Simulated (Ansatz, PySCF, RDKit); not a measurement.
Complex: H2S (SMILES S) (first 3 atoms) with ClH3Si (SMILES [SiH3]Cl); geometry from B3LYP-D3(BJ)/def2-TZVP.
(charge 0, multiplicity 1):
```xyz
8

S      1.201    -0.080    -0.535
H     -0.045    -0.528    -0.315
H      0.845     1.187    -0.273
Si     0.710     0.073     3.233
Cl    -0.985     0.963     2.436
H      0.781    -1.318     2.755
H      0.569     0.106     4.703
H      1.890     0.848     2.813
```

Monomers are frozen at their geometry in the pair; levels with a basis set take the counterpoise correction.

Cores are frozen in the correlated methods. Rows in 6-31G* carry no dispersion term and start afresh at each structure (6-31G* with six Cartesian d functions).

Run with Ansatz (Gaussian basis) for Hartree–Fock, density functionals and correlated methods; PySCF for 6-31G* rows, the dispersion terms; RDKit for the force fields. Each number belongs to the level named beside it.

Task: One of these levels gives -4.9 kJ/mol for the interaction energy. Which?
A. PBE-D3(BJ)/def2-TZVPPD
B. MMFF94
C. B3LYP/6-31G*
D. CCSD/aug-cc-pV(D+d)Z

Result: D, CCSD/aug-cc-pV(D+d)Z. The others give -1.5 (MMFF94), -10.1 (PBE-D3(BJ)/def2-TZVPPD), 0.3 (B3LYP/6-31G*)

Ansatz is a quantum-chemistry and plane-wave program.
